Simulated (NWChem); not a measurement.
Everything below was run with NWChem. System: Cl2Mg, charge 0, spin multiplicity 1, at a geometry optimised with B3LYP/def2-SVP. The structure started from a generated list of species. Level: CCSD(T)/def2-TZVPD, 15 core orbitals frozen.

Part of the output:

```
             Northwest Computational Chemistry Package (NWChem) 7.3.0
             --------------------------------------------------------

                                NWChem Input Module
                                -------------------

 Scaling coordinates for geometry "geometry" by  1.889725989
 (inverse scale =  0.529177249)

 Turning off AUTOSYM since
 SYMMETRY directive was detected!

                             Geometry "geometry" -> ""
                             -------------------------

 Output coordinates in angstroms (scale by  1.889725989 to convert to a.u.)

  No.       Tag          Charge          X              Y              Z
 ---- ---------------- ---------- -------------- -------------- --------------
    1 Mg                  12.0000     0.00000000     0.00000000     0.00000000
    2 Cl                  17.0000     0.00000000     0.00000000    -2.19476500
    3 Cl                  17.0000     0.00000000     0.00000000     2.19476500

 Effective nuclear repulsion energy (a.u.)     133.2126355543

            Nuclear Dipole moment (a.u.)
            ----------------------------
        X                 Y               Z
 ---------------- ---------------- ----------------
     0.0000000000     0.0000000000     0.0000000000

      Symmetry information
      --------------------

 Group name             D2h
 Group number             26
 Group order               8
 No. of unique centers     2

      Symmetry unique atoms

     1    2


 Summary of "ao basis" -> "" (spherical)
 ------------------------------------------------------------------------------
       Tag                 Description            Shells   Functions and Types
 ---------------- ------------------------------  ------  ---------------------
 *                         def2-tzvpd                 on all atoms

 Summary of "ao basis" -> "ao basis" (spherical)
 ------------------------------------------------------------------------------
       Tag                 Description            Shells   Functions and Types
 ---------------- ------------------------------  ------  ---------------------
 Mg                        def2-tzvpd               13       35   5s5p3d
 Cl                        def2-tzvpd               16       46   6s6p3d1f

                                 NWChem SCF Module
                                 -----------------

  ao basis        = "ao basis"
  functions       =   127
  atoms           =     3
  closed shells   =    23
  open shells     =     0
  charge          =   0.00
  wavefunction    = RHF
  use symmetry    = T
  symmetry adapt  = T

 Summary of "ao basis" -> "ao basis" (spherical)
 ------------------------------------------------------------------------------
       Tag                 Description            Shells   Functions and Types
 ---------------- ------------------------------  ------  ---------------------
 Mg                        def2-tzvpd               13       35   5s5p3d
 Cl                        def2-tzvpd               16       46   6s6p3d1f

      Symmetry analysis of basis
      --------------------------

        ag         31
        au          4
        b1g         7
        b1u        25
        b2g        14
        b2u        16
        b3g        14
        b3u        16

 Forming initial guess at       0.1s

      Superposition of Atomic Density Guess
      -------------------------------------

 Sum of atomic energies:       -1118.56246040

      Non-variational initial energy
      ------------------------------

 Total energy =   -1118.768118
 1-e energy   =   -1814.847705
 2-e energy   =     562.866951
 HOMO         =      -0.458129
 LUMO         =      -0.084729

      Symmetry analysis of molecular orbitals - initial
      -------------------------------------------------

 !! scf_movecs_sym_adapt:   82 vectors were symmetry contaminated

  Symmetry fudging

 !! scf_movecs_sym_adapt:   74 vectors were symmetry contaminated

  Numbering of irreducible representations:

     1 ag          2 au          3 b1g         4 b1u         5 b2g
     6 b2u         7 b3g         8 b3u

  Orbital symmetries:

     1 ag          2 b1u         3 ag          4 ag          5 b1u
[...]
  ----- ------------  ---------------      ----- ------------  ---------------
    52      0.372502  2 Cl py                98     -0.372502  3 Cl py
    55      0.263614  2 Cl py               101     -0.263614  3 Cl py
    49      0.172160  2 Cl py                95     -0.172160  3 Cl py

 Vector   24  Occ=0.000000D+00  E= 1.000455D-02  Symmetry=ag
              MO Center= -1.1D-32,  3.0D-22, -9.2D-16, r^2= 9.7D+00
   Bfn.  Coefficient  Atom+Function         Bfn.  Coefficient  Atom+Function
  ----- ------------  ---------------      ----- ------------  ---------------
     5      3.265284  1 Mg s                 41     -1.348874  2 Cl s
    87     -1.348874  3 Cl s                 33      0.443424  1 Mg d  0
    59     -0.398359  2 Cl pz               105      0.398359  3 Cl pz
    56     -0.306593  2 Cl pz               102      0.306593  3 Cl pz

 Vector   25  Occ=0.000000D+00  E= 3.894721D-02  Symmetry=b2u
              MO Center= -7.4D-35,  8.7D-19, -1.2D-16, r^2= 1.6D+01
   Bfn.  Coefficient  Atom+Function         Bfn.  Coefficient  Atom+Function
  ----- ------------  ---------------      ----- ------------  ---------------
    19      1.592536  1 Mg py                58     -0.349698  2 Cl py
   104     -0.349698  3 Cl py                16     -0.155511  1 Mg py

 Vector   26  Occ=0.000000D+00  E= 3.894721D-02  Symmetry=b3u
              MO Center= -2.0D-15,  3.1D-30,  9.7D-17, r^2= 1.6D+01
   Bfn.  Coefficient  Atom+Function         Bfn.  Coefficient  Atom+Function
  ----- ------------  ---------------      ----- ------------  ---------------
    18      1.592536  1 Mg px                57     -0.349698  2 Cl px
   103     -0.349698  3 Cl px                15     -0.155511  1 Mg px

 center of mass
 --------------
 x =   0.00000000 y =   0.00000000 z =   0.00000000

 moments of inertia (a.u.)
 ------------------
        1203.053855090050           0.000000000000           0.000000000000
           0.000000000000        1203.053855090050           0.000000000000
           0.000000000000           0.000000000000           0.000000000000

  Mulliken analysis of the total density
  --------------------------------------

    Atom       Charge   Shell Charges
 -----------   ------   -------------------------------------------------------
    1 Mg  12    10.89   2.00  0.71  1.29  0.38  0.11  5.13  0.87  0.26 -0.01 -0.00  0.00  0.12  0.03
    2 Cl  17    17.55   2.01  0.45  1.52  1.07  0.90 -0.02  4.18  1.69  1.07  2.88  1.73  0.04  0.00  0.01  0.01  0.00
    3 Cl  17    17.55   2.01  0.45  1.52  1.07  0.90 -0.02  4.18  1.69  1.07  2.88  1.73  0.04  0.00  0.01  0.01  0.00

       Multipole analysis of the density wrt the origin
       ------------------------------------------------

     L   x y z        total         open         nuclear
     -   - - -        -----         ----         -------
     0   0 0 0     -0.000000      0.000000     46.000000

     1   1 0 0     -0.000000      0.000000      0.000000
     1   0 1 0     -0.000000      0.000000      0.000000
     1   0 0 1     -0.000000      0.000000      0.000000

     2   2 0 0    -24.910162      0.000000      0.000000
     2   1 1 0      0.000000      0.000000      0.000000
     2   1 0 1      0.000000      0.000000      0.000000
     2   0 2 0    -24.910162      0.000000      0.000000
     2   0 1 1      0.000000      0.000000      0.000000
     2   0 0 2    -39.104349      0.000000    584.860970

                   NWChem Extensible Many-Electron Theory Module
                   ---------------------------------------------


            General Information
            -------------------
      Number of processors :     1
         Wavefunction type : Restricted Hartree-Fock
          No. of electrons :    46
           Alpha electrons :    23
            Beta electrons :    23
           No. of orbitals :   254
            Alpha orbitals :   127
             Beta orbitals :   127
        Alpha frozen cores :    15
         Beta frozen cores :    15
     Alpha frozen virtuals :     0
      Beta frozen virtuals :     0
         Spin multiplicity : singlet
    Number of AO functions :   127
       Number of AO shells :    45
        Use of symmetry is : on
      Symmetry adaption is : on
         Schwarz screening : 0.10D-09

          Correlation Information
          -----------------------
          Calculation type : Coupled-cluster singles & doubles w/ perturbation
   Perturbative correction : (T)
            Max iterations :      100
        Residual threshold : 0.10D-05
     T(0) DIIS level shift : 0.00D+00
     L(0) DIIS level shift : 0.00D+00
     T(1) DIIS level shift : 0.00D+00
     L(1) DIIS level shift : 0.00D+00
     T(R) DIIS level shift : 0.00D+00
     T(I) DIIS level shift : 0.00D+00
   CC-T/L Amplitude update :  5-th order DIIS
                I/O scheme : Global Array Library
        L-threshold :  0.10D-05
        EOM-threshold :  0.10D-05
 no EOMCCSD initial starts read in
 TCE RESTART OPTIONS
 SLICE:      F
 D4D5:       F
 quantumc:   F
 qrotation:  F
 pwtce:      F
 qducc:      F
 nacto:                         0
 nrotv:                         0
 nrot:                          0

            Memory Information
            ------------------
          Available GA space size is     249020671 doubles
          Available MA space size is     104851996 doubles

 Maximum block size supplied by input
 Maximum block size        24 doubles

 tile_dim =     24

 -------------------------------------------------

 Global array virtual files algorithm will be used

 Parallel file system coherency ......... OK

 4-electron integrals stored in orbital form

 v2    file size   =          4444659
 4-index algorithm nr.  13 is used
 imaxsize =       30
 imaxsize ichop =        0


CCSD iterations
 ---------------------------------------------------------
 Iter          Residuum       Correlation     Cpu    Wall
 ---------------------------------------------------------
    1   0.1571893993310  -0.4020029211910     2.0     2.0
    2   0.0360551707494  -0.4282117567225     2.0     2.0
    3   0.0107807728477  -0.4343535866796     2.1     2.1
    4   0.0037760140415  -0.4356791353058     2.1     2.1
    5   0.0014276208978  -0.4361005411884     2.1     2.1
    6   0.0003806116728  -0.4362613879474     2.0     2.0
    7   0.0001712419360  -0.4362897945885     2.0     2.0
    8   0.0000799988379  -0.4362914514992     1.9     1.9
    9   0.0000442483310  -0.4362923747351     2.1     2.1
   10   0.0000228107837  -0.4362931801185     2.1     2.1
   11   0.0000046913650  -0.4362935989462     2.1     2.1
   12   0.0000021352170  -0.4362939860943     2.0     2.0
   13   0.0000011204177  -0.4362940173262     2.1     2.1
   14   0.0000006047331  -0.4362940221961     2.1     2.1
 -----------------------------------------------------------------
 Iterations converged
 CCSD correlation energy / hartree =        -0.436294022196065
 CCSD total energy / hartree       =     -1119.237263936614909

 Singles contributions

 Doubles contributions
 CCSD(T)
 Using plain CCSD(T) code
             total no. of tasks         5376
 total no. of tasks / no. procs         5376
                         wl_min          128           2.2
                         wl_max       110592           6.9
        thresh for no. of tasks         5376

 CCSD[T]  correction energy / hartree =        -0.017827558608765
 CCSD[T] correlation energy / hartree =        -0.454121580804830
 CCSD[T] total energy / hartree       =     -1119.255091495223724
 CCSD(T)  correction energy / hartree =        -0.017709622723066
 CCSD(T) correlation energy / hartree =        -0.454003644919131
 CCSD(T) total energy / hartree       =     -1119.254973559337941

 Task  times  cpu:      204.7s     wall:      204.7s

 Total times  cpu:      204.8s     wall:      204.8s
```

Q: Write an NWChem input that would produce this output.

A: One answer among several that fit: 
```
start mol
memory heap 100 mb stack 700 mb global 1900 mb
geometry units angstroms nocenter noautoz
  Mg     0.000000     0.000000     0.000000
  Cl     0.000000     0.000000    -2.194765
  Cl     0.000000     0.000000     2.194765
  symmetry group D2h
end
basis spherical
  * library def2-tzvpd
end
scf
  rhf
  nopen 0
  maxiter 100
  thresh 1e-7
  semidirect memsize 60000000 filesize 0
end
tce
  freeze core 15
  ccsd(t)
  2eorb
  2emet 13
  thresh 1e-6
  maxiter 100
  tilesize 24
end
task tce energy
```
